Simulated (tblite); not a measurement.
Compound: CH7AlFN.
Atom-mapped SMILES: `[CH3:1][Al@H-:2]([NH3+:3])[F:4]` (hydrogens: H5, H6, H7 on C1; H8 on Al2; H9, H10, H11 on N3)

Computed with GFN2-xTB (tblite), gas phase: L-BFGS steps from a force-field or distance-geometry start until the largest atomic force falls under 0.01 eV/Å.

Step 11: E = -395.1706 eV
```
atom  x, y, z in Å  |  force x, y, z in eV/Å
C1     -1.5841   -0.5125   -0.0122    0.061   0.050  -0.012
Al2    -0.1558    0.8928   -0.1559   -0.135  -0.023  -0.158
N3      1.6004   -0.2335    0.1097   -0.021   0.017   0.007
F4      0.0418    1.9443    1.1199    0.110  -0.057  -0.059
H5     -1.6680   -1.0494    0.9429    0.026   0.088  -0.098
H6     -1.5537   -1.2795   -0.7951   -0.019   0.096   0.055
H7     -2.5440    0.0065   -0.1403    0.033  -0.118   0.009
H8      0.1763    1.5242   -1.5496   -0.001  -0.120   0.256
H9      1.5983   -0.7070    1.0104   -0.025   0.024   0.010
H10     1.6653   -0.9373   -0.6189    0.002   0.015  -0.004
H11     2.4290    0.3542    0.0631   -0.031   0.028  -0.005
```

Step 12: E = -395.1763 eV
```
atom  x, y, z in Å  |  force x, y, z in eV/Å
C1     -1.5879   -0.5107   -0.0124    0.005   0.006  -0.017
Al2    -0.1560    0.8884   -0.1608   -0.110   0.022  -0.059
N3      1.6021   -0.2313    0.1104   -0.067   0.035  -0.002
F4      0.0630    1.9409    1.1115    0.084  -0.065  -0.049
H5     -1.6713   -1.0526    0.9384    0.060   0.090  -0.023
H6     -1.5572   -1.2802   -0.7905    0.012   0.061  -0.021
H7     -2.5559   -0.0079   -0.1387    0.035  -0.053  -0.001
H8      0.1897    1.5279   -1.5391   -0.012  -0.114   0.169
H9      1.5915   -0.7009    1.0138    0.011   0.026  -0.043
H10     1.6592   -0.9325   -0.6219    0.043   0.021   0.045
H11     2.4280    0.3617    0.0634   -0.062  -0.029   0.001
```

Task: Estimate the geometry and energy of step 13. (The exact step hangs on the optimiser's Hessian estimate; all steps are aligned on step 12, rigid shifts and turns removed.)

Result: E = -395.1791 eV, largest force 0.115 eV/Å
```
atom  x, y, z in Å  |  force x, y, z in eV/Å
C1     -1.5881   -0.5090   -0.0130   -0.035  -0.020  -0.023
Al2    -0.1603    0.8879   -0.1648   -0.052   0.010   0.032
N3      1.6019   -0.2301    0.1107   -0.091   0.044  -0.011
F4      0.0736    1.9374    1.1065    0.068  -0.048  -0.027
H5     -1.6716   -1.0518    0.9353    0.081   0.071   0.040
H6     -1.5587   -1.2788   -0.7885    0.035   0.021  -0.074
H7     -2.5593   -0.0155   -0.1379   -0.004   0.002  -0.010
H8      0.1949    1.5262   -1.5299   -0.009  -0.078   0.066
H9      1.5888   -0.6980    1.0147    0.020   0.023  -0.051
H10     1.6576   -0.9302   -0.6225    0.055   0.014   0.054
H11     2.4266    0.3645    0.0635   -0.068  -0.039   0.004
```

The energy changes by -0.0028 eV. The first-order estimate −F·Δx gives -0.0042 eV and the mean of the old and new forces, exact on a quadratic surface, -0.0028 eV. The step makes an angle of 52° with the force vector and moves no atom by more than 0.012 Å.

What follows is the cost of the whole relaxation. Hardware: an Intel Xeon at 2.70 GHz with one thread, shared host. Cost: 0.23 s of wall time.
